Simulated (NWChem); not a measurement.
Species: NH3SeS; SMILES [Se](N)S

```xyz
6

Se     0.4246    -0.4530    -0.0080
N     -1.1475    -1.3522    -0.0132
H     -1.3540    -1.8724     0.8324
H     -1.3554    -1.8600    -0.8660
S     -0.2095     1.6715    -0.0552
H     -0.3406     1.8544     1.2802
```
Atoms are numbered in this order, from 1.

Results from NWChem. Geometry: optimised at PBE0/def2-SVP. Ions are spin-unrestricted doublets at the neutral geometry; other ion states weren't tried.

Q: Predict the results for B3LYP/def2-SVP. Quantities: vertical ionisation energy, ΔSCF (eV); −ε(HOMO) (eV).

A: 
```yaml
vertical ionisation energy, ΔSCF (eV): 9.02
"−ε(HOMO) (eV)": 6.38
```
